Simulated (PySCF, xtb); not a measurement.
C4H7BO, SMILES B(CC#C)(O)C. Other conformers were not sampled.

Harmonic wavenumbers (cm⁻¹) from GFN2-xTB (xtb) at its own minimum, in rising order: 23, 56, 109, 263, 286, 342, 352, 478, 619, 634, 666, 737, 778, 865, 894, 943, 1011, 1113, 1144, 1228, 1339, 1389, 1431, 1492, 1493, 2284, 2948, 2968, 3021, 3037, 3059, 3395, 3518.

Q: What does PBE-D3(BJ)/def2-SVP (PySCF) give at its own minimum? (Estimate from the structure and the level; the computed values follow.)

A: 13, 84, 127, 280, 317, 370, 391, 523, 626, 628, 652, 716, 790, 815, 889, 968, 988, 1113, 1135, 1223, 1286, 1348, 1359, 1388, 1421, 2145, 2963, 2968, 3005, 3041, 3084, 3405, 3528. Paired by order, the mean absolute difference is 29 cm⁻¹ and the zero-point energies are 62.8 and 62.3 kcal/mol.
